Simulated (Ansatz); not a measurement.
H2OSn (SMILES [OH][SnH]) moved off its minimum; all values from Ansatz (a quantum-chemistry and plane-wave program), cores frozen in correlated methods. Elements past Kr take the def2 small-core potentials, without spin–orbit coupling.
(charge 0, multiplicity 1)
```xyz
4

Sn    -0.21994    -0.13462     0.10469
H     -1.46867    -0.00797    -1.22632
O      1.21361     0.85455    -0.86475
H      0.96398     1.11429    -1.66288
```

Problem. Give the forces (eV/Å), the total energy and the dipole at CCSD(T)/def2-TZVPPD.

Solution. 
```
atom      Fx      Fy      Fz
----  ------  ------  ------
Sn1   -0.214  -0.068  -0.021
H2     0.256   0.021   0.164
O3     1.562  -1.824   5.422
H4    -1.604   1.871  -5.565
```
Energy -289.7774 hartree, dipole 1.38 D.
